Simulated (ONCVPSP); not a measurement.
# Configuration tests for gallium (ONCV)

```json
{
 "Element": "Ga (Z = 31)",
 "Generator": "ONCVPSP 4.0.1",
 "Type": "optimised norm-conserving Vanderbilt (ONCV)",
 "Functional": "PBE",
 "Relativity": "scalar-relativistic",
 "Frozen core": "[Ne]",
 "Valence charge": "21",
 "Reference configuration": "3s2 3p6 3d10 4s2 4p1",
 "Partial waves": "3s+4s: rc 0.85 bohr, ncon 4, nbas 8, qcut 12.9 1/bohr, 2 projectors; 3p+4p: rc 1.20 bohr, ncon 3, nbas 6, qcut 9.4 1/bohr, 2 projectors; 3d: rc 0.70 bohr, ncon 3, nbas 7, qcut 16.1 1/bohr, local",
 "Local potential": "the d channel",
 "Core correction": "none"
}
```

Energies are relative to the spin-unpolarised reference configuration 3s2 3p6 3d10 4s2 4p1; without spin polarisation the order of configurations can differ from experiment. Not all tests gave a result: 1 of 4 tests not solved or not reliable.

```
valence configuration  charge  ΔE all-electron (eV)  error AE − PS (meV)
 3s2 3p6 3d10 4s2 4p0      +1                 5.688                 -0.4
 3s2 3p6 3d10 4s1 4p0      +2                26.817                 -1.5
 3s1 3p6 3d10 4s2 4p1      +1               157.691                  -72
```

Levels in the configuration 3s2 3p6 3d10 4s2 4p0:

```tsv
level	all-electron (eV)	pseudo (eV)
3s	-156.407	-156.405
3p	-107.144	-107.144
3d	-27.422	-27.426
4s	-16.332	-16.331
```

Note: ghosts flagged at negative energy: s at -8067.6 eV; no localised positive-energy state flagged. A true bound ghost makes a file unfit for plane-wave use.
